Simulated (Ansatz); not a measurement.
Input file for C2H2BFO, SMILES `C#CB(O)F`:

```yaml
crystal:
  periodic: [false, false, false]
  atoms:
    - {symbol: C, position_ang: [0.617958, -0.216488, 1.703173]}
    - {symbol: C, position_ang: [0.222450, 0.116562, 0.615594]}
    - {symbol: B, position_ang: [-0.283265, 0.497437, -0.779974]}
    - {symbol: O, position_ang: [-0.579038, -0.417324, -1.724751]}
    - {symbol: F, position_ang: [-0.445472, 1.771700, -1.097388]}
    - {symbol: H, position_ang: [0.968763, -0.499126, 2.669324]}
    - {symbol: H, position_ang: [-0.440096, -1.320761, -1.431577]}
basis:
  gaussian: {orbitals: def2-TZVPP}
correlation: {method: ccsd_t}
output: {orbitals: {seedname: orbitals}}
```

```sh
$ ansatz run in.yaml --threads 2 --pin off --events-out ev --progress --plain --max-ram 4352MiB
```

Log, shortened:

```
Functional definition: HF
1155 factors; integrals over basis functions are off by at most 1.3e-3 eV
mean field evaluation 1: about -7508.6237 eV, gradient 4.3e1 eV
mean field evaluation 2: about -7508.8692 eV, gradient 4.3e1 eV
mean field evaluation 4: about -7512.4019 eV, gradient 3.6e0 eV
mean field evaluation 8: about -7512.4477 eV, gradient 2.3e-1 eV
mean field -7512.44809372 eV, -276.0773753241 hartree, gradient 1.5e-6 eV, S^2 0.000000; 0 other end points of the search recorded, 0 dependent functions left out
5 core orbitals not correlated: weight in the atoms' cores, before any rotation towards them, 1.000 or more for the frozen orbitals, at most 0.000 for the correlated occupied ones
reference -7512.44809372 eV, -276.0773753241 hartree; 13, 13 occupied and 165, 165 virtual orbitals, 1155 factors
second order -23.75890048 eV of doubles, -0.00000000 eV of singles
cycle   1  -23.39908746 eV  change    3.6e-1 eV  update   1.1e-1
cycle   2  -23.95557868 eV  change   -5.6e-1 eV  update   3.3e-2
cycle   3  -24.08921804 eV  change   -1.3e-1 eV  update   1.7e-2
cycle   4  -24.07984474 eV  change    9.4e-3 eV  update   4.9e-3
cycle   5  -24.07833551 eV  change    1.5e-3 eV  update   2.2e-3
cycle   6  -24.08043382 eV  change   -2.1e-3 eV  update   6.5e-4
cycle   7  -24.08041441 eV  change    1.9e-5 eV  update   2.4e-4
cycle   8  -24.08028069 eV  change    1.3e-4 eV  update   9.2e-5
cycle   9  -24.08030425 eV  change   -2.4e-5 eV  update   3.9e-5
cycle  10  -24.08031381 eV  change   -9.6e-6 eV  update   1.4e-5
perturbative correction -0.99219142 eV, -0.0364623620 hartree
Total energy: -7537.52059895 eV, -276.9987728966 hartree
```

Hardware: 2 threads of an Arm Neoverse V2 on a shared host. Wall time 52 s, peak host memory 2 GiB.

The correlation energy is -25.073 eV, 4.0 % of it from (T); the T1 diagnostic reads 0.0139.
